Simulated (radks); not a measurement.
Results of a calculation; reference values are marked as such.
These are the eigenvalues of the occupied orbitals of an atom or ion with whole-number occupations (eV). Level of theory: Dirac Kohn-Sham, exchange-only PBE, spin-unpolarised, spherical densities, finite nucleus; Fermi nuclear charge, rms radius of each element as measured or else 0.836 A^(1/3) + 0.57 fm (a radial shooting solver on a logarithmic mesh with Libxc functionals).

1s1/2: -24163.27
2s1/2: -3535.875
2p1/2: -3280.661
2p3/2: -3121.232
3s1/2: -645.7674
3p1/2: -545.0446
3p3/2: -517.2620
3d3/2: -338.8846
3d5/2: -333.3443
4s1/2: -95.5883
4p1/2: -64.4634
4p3/2: -59.9939
4d3/2: -13.9083
4d5/2: -13.4324

Which element is it, and in what charge state? The configuration may be excited. Open shells, if any, fill j = l - 1/2 first.

Answer. Z = 46, palladium, charge +1: Pd+ in [Kr] 4d9. The list shows which subshells hold electrons but not how many an open one holds; the 1s level, -887.98 hartree, gives Z - s = 42.1 by -(Z - s)^2/2, which with screening and relativity narrows Z to a few neighbours, and the depths of the outer levels then fix element, charge and occupations together.
